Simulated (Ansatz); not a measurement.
## Nudged elastic band run: Cl3H6HfNOSi

Input file:

```yaml
crystal:
  periodic: [false, false, false]
  atoms:
    - { symbol: Hf, position_ang: [0.145584, -0.050401, 0.137292] }
    - { symbol: "N", position_ang: [-0.071189, 0.126467, 2.206867] }
    - { symbol: H, position_ang: [-1.006984, 0.238691, 2.621328] }
    - { symbol: H, position_ang: [0.567948, 0.725432, 2.748129] }
    - { symbol: Cl, position_ang: [2.367784, 0.179363, -0.652734] }
    - { symbol: Cl, position_ang: [-0.726734, 2.06682, -0.482099] }
    - { symbol: Cl, position_ang: [-1.453895, -1.408998, -0.997843] }
    - { symbol: O, position_ang: [0.789509, -2.069071, 1.132266] }
    - { symbol: Si, position_ang: [0.757872, -3.768874, 0.895182] }
    - { symbol: H, position_ang: [1.227111, -3.988871, -0.506379] }
    - { symbol: H, position_ang: [1.691338, -4.395211, 1.890074] }
    - { symbol: H, position_ang: [-0.632354, -4.294322, 1.1012] }
    - { symbol: H, position_ang: [0.531211, -1.627023, 2.001418] }
basis:
  gaussian: { orbitals: def2-SVP }
hamiltonian:
  xc: pbe
neb:
  order_check: false
  images: 7
  f_tol: 0.03
  max_iterations: 60
  final_atoms:
    - { symbol: Hf, position_ang: [0.0342218, -0.45834287, -0.02101967] }
    - { symbol: "N", position_ang: [0.4577637, 0.2121844, 2.29415722] }
    - { symbol: H, position_ang: [0.0026442, 1.10328981, 2.53836505] }
    - { symbol: H, position_ang: [1.46363152, 0.33180312, 2.48136481] }
    - { symbol: Cl, position_ang: [1.9729416, 0.90504338, -0.36883327] }
    - { symbol: Cl, position_ang: [-2.09642192, 0.50884613, 0.4891006] }
    - { symbol: Cl, position_ang: [-0.37952947, -1.08124986, -2.27943105] }
    - { symbol: O, position_ang: [0.36356273, -2.22333864, 0.72255358] }
    - { symbol: Si, position_ang: [0.52741037, -3.89942645, 0.79299634] }
    - { symbol: H, position_ang: [1.51419961, -4.36051036, -0.24085846] }
    - { symbol: H, position_ang: [1.02637022, -4.26906763, 2.1639548] }
    - { symbol: H, position_ang: [-0.80745685, -4.54728469, 0.55841706] }
    - { symbol: H, position_ang: [0.10786349, -0.48794433, 2.963934] }
  initial_path:
    images:
      - { positions_ang: [[0.145584, -0.050401, 0.137292], [-0.071189, 0.126467, 2.206867], [-1.006984, 0.238691, 2.621328], [0.567948, 0.725432, 2.748129], [2.367784, 0.179363, -0.652734], [-0.726734, 2.06682, -0.482099], [-1.453895, -1.408998, -0.997843], [0.789509, -2.069071, 1.132266], [0.757872, -3.768874, 0.895182], [1.227111, -3.988871, -0.506379], [1.691338, -4.395211, 1.890074], [-0.632354, -4.294322, 1.1012], [0.531211, -1.627023, 2.001418]] }
      - { positions_ang: [[0.1107866, -0.03873429, 0.10102118], [-0.05984025, 0.0956268, 2.29314955], [-0.98232624, 0.11148522, 2.73391432], [0.63682023, 0.6138682, 2.83415513], [2.3741233, 0.13530252, -0.69381712], [-0.83946398, 2.06155432, -0.57843083], [-1.3809335, -1.57344798, -0.96244235], [0.90238647, -2.02064857, 1.03922372], [0.73755689, -3.69104844, 0.86769399], [1.27140963, -4.054229, -0.43015516], [1.48905875, -4.30322941, 1.94596731], [-0.66122514, -4.08872818, 0.94225787], [0.58884823, -1.51376919, 2.0021634]] }
      - { positions_ang: [[0.0759892, -0.02706758, 0.06475035], [-0.0484915, 0.06478659, 2.3794321], [-0.95766847, -0.01572056, 2.84650064], [0.70569246, 0.50230441, 2.92018126], [2.3804626, 0.09124203, -0.73490024], [-0.95219396, 2.05628864, -0.67476266], [-1.307972, -1.73789795, -0.9270417], [1.01526395, -1.97222614, 0.94618144], [0.71724178, -3.61322288, 0.84020598], [1.31570827, -4.11958701, -0.35393133], [1.28677949, -4.21124781, 2.00186062], [-0.69009627, -3.88313435, 0.78331574], [0.64648546, -1.40051538, 2.0029088]] }
      - { positions_ang: [[0.0411918, -0.01540087, 0.02847953], [-0.03714275, 0.03394639, 2.46571465], [-0.93301071, -0.14292633, 2.95908697], [0.77456469, 0.39074061, 3.0062074], [2.3868019, 0.04718155, -0.77598336], [-1.06492394, 2.05102295, -0.77109449], [-1.23501051, -1.90234793, -0.89164105], [1.12814142, -1.92380372, 0.85313916], [0.69692667, -3.53539733, 0.81271797], [1.3600069, -4.18494501, -0.27770749], [1.08450024, -4.11926622, 2.05775393], [-0.71896741, -3.67754053, 0.62437361], [0.70412268, -1.28726157, 2.0036542]] }
      - { positions_ang: [[0.00639441, -0.00373416, -0.00779129], [-0.025794, 0.00310619, 2.5519972], [-0.90835294, -0.27013211, 3.07167329], [0.84343692, 0.27917681, 3.09223353], [2.3931412, 0.00312106, -0.81706648], [-1.17765391, 2.04575727, -0.86742633], [-1.16204901, -2.06679791, -0.8562404], [1.24101889, -1.87538129, 0.76009688], [0.67661155, -3.45757177, 0.78522995], [1.40430553, -4.25030301, -0.20148365], [0.88222099, -4.02728463, 2.11364724], [-0.74783854, -3.4719467, 0.46543148], [0.76175991, -1.17400776, 2.0043996]] }
      - { positions_ang: [[0.01335125, -0.11738634, -0.01109839], [0.09509542, 0.05537574, 2.4875372], [-0.68060366, 0.07322337, 2.93834623], [0.99848557, 0.29233339, 2.93951635], [2.2880913, 0.22860164, -0.70500818], [-1.40734592, 1.66152949, -0.52829459], [-0.96641912, -1.8204109, -1.21203807], [1.02165485, -1.96237063, 0.75071105], [0.63931126, -3.56803544, 0.78717155], [1.43177905, -4.27785485, -0.21132736], [0.9182583, -4.08773038, 2.12622413], [-0.76274312, -3.7407812, 0.48867788], [0.59828581, -1.0024919, 2.2442832]] }
      - { positions_ang: [[0.0203081, -0.23103851, -0.01440548], [0.21598485, 0.10764529, 2.42307721], [-0.45285437, 0.41657885, 2.80501917], [1.15353422, 0.30548997, 2.78679917], [2.1830414, 0.45408222, -0.59294988], [-1.63703792, 1.2773017, -0.18916286], [-0.77078924, -1.57402389, -1.56783573], [0.80229081, -2.04935996, 0.74132523], [0.60201096, -3.67849911, 0.78911315], [1.45925257, -4.30540668, -0.22117106], [0.9542956, -4.14817613, 2.13880102], [-0.7776477, -4.0096157, 0.51192427], [0.4348117, -0.83097604, 2.4841668]] }
      - { positions_ang: [[0.02726495, -0.34469069, -0.01771258], [0.33687428, 0.15991484, 2.35861721], [-0.22510509, 0.75993433, 2.67169211], [1.30858287, 0.31864654, 2.63408199], [2.0779915, 0.6795628, -0.48089157], [-1.86672992, 0.89307391, 0.14996887], [-0.57515935, -1.32763687, -1.92363339], [0.58292677, -2.1363493, 0.7319394], [0.56471067, -3.78896278, 0.79105474], [1.48672609, -4.33295852, -0.23101476], [0.99033291, -4.20862188, 2.15137791], [-0.79255227, -4.2784502, 0.53517067], [0.2713376, -0.65946019, 2.7240504]] }
      - { positions_ang: [[0.0342218, -0.45834287, -0.02101967], [0.4577637, 0.2121844, 2.29415722], [0.0026442, 1.10328981, 2.53836505], [1.46363152, 0.33180312, 2.48136481], [1.9729416, 0.90504338, -0.36883327], [-2.09642192, 0.50884613, 0.4891006], [-0.37952947, -1.08124986, -2.27943105], [0.36356273, -2.22333864, 0.72255358], [0.52741037, -3.89942645, 0.79299634], [1.51419961, -4.36051036, -0.24085846], [1.02637022, -4.26906763, 2.1639548], [-0.80745685, -4.54728469, 0.55841706], [0.10786349, -0.48794433, 2.963934]] }
```

Launched with:

```bash
$ ansatz run input.yaml --threads 4 --pin off --max-ram 5120MiB --backend cpu --events-out ev --progress --plain --runs-dir out
```

Output, in part (warnings, iteration lines, the closing report on the highest movable image, with atoms numbered from 0):

```
NEB end point (image 0): max|allowed force component| = 1.076e-2 eV/Å (the criterion of neb.relax_end_points is 1.000e-2)
NEB end point (image 8): max|allowed force component| = 1.218e-2 eV/Å (the criterion of neb.relax_end_points is 1.000e-2)
NEB iter   1: max|band force component| = 1.344e1 eV/Å  barrier→ = 3.7270 eV  barrier← = 5.0671 eV  Δτ_max = 0.2000 Å  (290 SCF iters)
NEB iter   2: max|band force component| = 2.418e0 eV/Å  barrier→ = 2.1749 eV  barrier← = 3.5150 eV  Δτ_max = 0.2000 Å  (261 SCF iters)
NEB iter   3: max|band force component| = 2.662e0 eV/Å  barrier→ = 0.8071 eV  barrier← = 2.1472 eV  Δτ_max = 0.2000 Å  (258 SCF iters)
NEB iter   4: max|band force component| = 3.601e0 eV/Å  barrier→ = 0.3362 eV  barrier← = 1.6762 eV  Δτ_max = 0.1000 Å  (243 SCF iters)
NEB iter   5: max|band force component| = 1.549e0 eV/Å  barrier→ = 0.0136 eV  barrier← = 1.3537 eV  Δτ_max = 0.2000 Å  (236 SCF iters)
NEB iter   6: max|band force component| = 1.334e0 eV/Å  barrier→ = 0.0140 eV  barrier← = 1.3541 eV  Δτ_max = 0.2000 Å  (245 SCF iters)
NEB iter   7: max|band force component| = 2.197e0 eV/Å  barrier→ = 0.0178 eV  barrier← = 1.3579 eV  Δτ_max = 0.1000 Å  (241 SCF iters)
NEB iter   8: max|band force component| = 9.948e-1 eV/Å  barrier→ = 0.0157 eV  barrier← = 1.3558 eV  Δτ_max = 0.2000 Å  (227 SCF iters)
NEB iter   9: max|band force component| = 9.965e-1 eV/Å  barrier→ = 0.0153 eV  barrier← = 1.3553 eV  Δτ_max = 0.1019 Å  (247 SCF iters)
NEB iter  10: max|band force component| = 1.648e0 eV/Å  barrier→ = 0.0139 eV  barrier← = 1.3540 eV  Δτ_max = 0.0503 Å  (234 SCF iters)
NEB iter  11: max|band force component| = 7.944e-1 eV/Å  barrier→ = 0.0132 eV  barrier← = 1.3533 eV  Δτ_max = 0.1016 Å  (222 SCF iters)
NEB iter  12: max|band force component| = 3.335e-1 eV/Å  barrier→ = 0.0095 eV  barrier← = 1.3496 eV  CI = image 1  Δτ_max = 0.2000 Å  (235 SCF iters)
NEB iter  13: max|band force component| = 2.435e-1 eV/Å  barrier→ = 0.0054 eV  barrier← = 1.3455 eV  CI = image 1  Δτ_max = 0.1285 Å  (241 SCF iters)
NEB iter  14: max|band force component| = 2.569e-1 eV/Å  barrier→ = 0.0049 eV  barrier← = 1.3450 eV  CI = image 1  Δτ_max = 0.0643 Å  (228 SCF iters)
NEB iter  15: max|band force component| = 1.837e-1 eV/Å  barrier→ = 0.0063 eV  barrier← = 1.3464 eV  CI = image 1  Δτ_max = 0.0643 Å  (216 SCF iters)
NEB iter  16: max|band force component| = 1.538e-1 eV/Å  barrier→ = 0.0061 eV  barrier← = 1.3462 eV  CI = image 1  Δτ_max = 0.0643 Å  (219 SCF iters)
NEB iter  17: max|band force component| = 7.752e-2 eV/Å  barrier→ = 0.0057 eV  barrier← = 1.3458 eV  CI = image 1  Δτ_max = 0.0643 Å  (219 SCF iters)
NEB iter  18: max|band force component| = 7.406e-2 eV/Å  barrier→ = 0.0053 eV  barrier← = 1.3454 eV  CI = image 1  Δτ_max = 0.0646 Å  (221 SCF iters)
NEB iter  19: max|band force component| = 1.102e-1 eV/Å  barrier→ = 0.0052 eV  barrier← = 1.3453 eV  CI = image 1  Δτ_max = 0.0321 Å  (220 SCF iters)
NEB iter  20: max|band force component| = 1.128e-1 eV/Å  barrier→ = 0.0052 eV  barrier← = 1.3453 eV  CI = image 1  Δτ_max = 0.0161 Å  (220 SCF iters)
NEB iter  21: max|band force component| = 8.072e-2 eV/Å  barrier→ = 0.0052 eV  barrier← = 1.3453 eV  CI = image 1  Δτ_max = 0.0161 Å  (220 SCF iters)
NEB iter  22: max|band force component| = 5.098e-2 eV/Å  barrier→ = 0.0053 eV  barrier← = 1.3454 eV  CI = image 1  Δτ_max = 0.0322 Å  (221 SCF iters)
NEB iter  23: max|band force component| = 4.230e-2 eV/Å  barrier→ = 0.0053 eV  barrier← = 1.3454 eV  CI = image 1  Δτ_max = 0.0322 Å  (223 SCF iters)
NEB iter  24: max|band force component| = 7.172e-2 eV/Å  barrier→ = 0.0053 eV  barrier← = 1.3454 eV  CI = image 1  Δτ_max = 0.0161 Å  (220 SCF iters)
NEB iter  25: max|band force component| = 7.223e-2 eV/Å  barrier→ = 0.0053 eV  barrier← = 1.3454 eV  CI = image 1  Δτ_max = 0.0080 Å  (223 SCF iters)
NEB iter  26: max|band force component| = 4.571e-2 eV/Å  barrier→ = 0.0052 eV  barrier← = 1.3453 eV  CI = image 1  Δτ_max = 0.0080 Å  (227 SCF iters)
NEB iter  27: max|band force component| = 1.846e-2 eV/Å  barrier→ = 0.0052 eV  barrier← = 1.3453 eV  CI = image 1  Δτ_max = 0.0000 Å  (454 SCF iters)
Total energy: -50356.03952862 eV, -1850.5503201272 hartree
Atom 0 at     0.157818    -0.073025     0.088173 Å, force    -0.000935    -0.000003    -0.002736 eV/Å
Atom 1 at    -0.036417     0.021251     2.210706 Å, force     0.000396    -0.002897     0.004130 eV/Å
Atom 2 at    -0.973128     0.151628     2.618738 Å, force    -0.000523    -0.000006    -0.001087 eV/Å
Atom 3 at     0.597184     0.642446     2.734209 Å, force    -0.000086     0.000004    -0.000465 eV/Å
Atom 4 at     2.358751     0.183227    -0.736237 Å, force     0.000092    -0.000009    -0.000833 eV/Å
Atom 5 at    -0.721888     2.092330    -0.320106 Å, force     0.000857     0.000518     0.000067 eV/Å
Atom 6 at    -1.417273    -1.329594    -1.174909 Å, force     0.000396     0.000714     0.000767 eV/Å
Atom 7 at     0.703418    -2.050502     1.096725 Å, force    -0.001044    -0.004243    -0.000103 eV/Å
Atom 8 at     0.751158    -3.752057     0.939403 Å, force     0.000894     0.001897    -0.000415 eV/Å
Atom 9 at     1.255026    -4.040741    -0.439276 Å, force     0.000385    -0.000430    -0.000082 eV/Å
Atom 10 at     1.686046    -4.296874     1.980150 Å, force     0.000169     0.000282     0.000279 eV/Å
Atom 11 at    -0.621393    -4.325725     1.141098 Å, force    -0.000083     0.000089     0.000149 eV/Å
Atom 12 at     0.447900    -1.488362     1.956028 Å, force    -0.000518     0.004083     0.000330 eV/Å
Dipole moment:     0.043962    -0.474777     0.839467 e Å
```

The forces met the threshold. Beside the main top the profile has a ripple of under 15 meV (maxima at images 1, 7), which may be a very shallow well or noise. The top lies less than 8 meV above the higher end, about what the thresholds resolve: that end is a shoulder or a very shallow well. A vibrational analysis at the climbing image gives one clearly imaginary mode, 114i cm⁻¹: a first-order saddle point. The orbitals stay closed-shell, which can raise the energy where a bond breaks towards radicals; this wasn't checked here.

Final band (atoms are numbered from 1 in the order of the input):

| image | path coordinate (Å) | energy (kJ/mol) | O8–H13 (Å) | N2–H13 (Å) |
| --- | --- | --- | --- | --- |
| 0 | 0.00 | 0.0 | 1.01 | 1.87 |
| 1 | 0.41 | 0.5 | 1.06 | 1.61 |
| 2 | 1.37 | -88.5 | 1.95 | 1.04 |
| 3 | 2.33 | -105.0 | 2.40 | 1.03 |
| 4 | 3.28 | -117.9 | 2.60 | 1.03 |
| 5 | 4.24 | -127.9 | 2.81 | 1.03 |
| 6 | 5.21 | -129.3 | 2.85 | 1.03 |
| 7 | 6.18 | -128.5 | 2.75 | 1.03 |
| 8 | 7.14 | -129.3 | 2.85 | 1.03 |

The run took 12 min on 4 threads of Arm Neoverse V1, with other jobs on the host, peak memory 0.28 GiB.
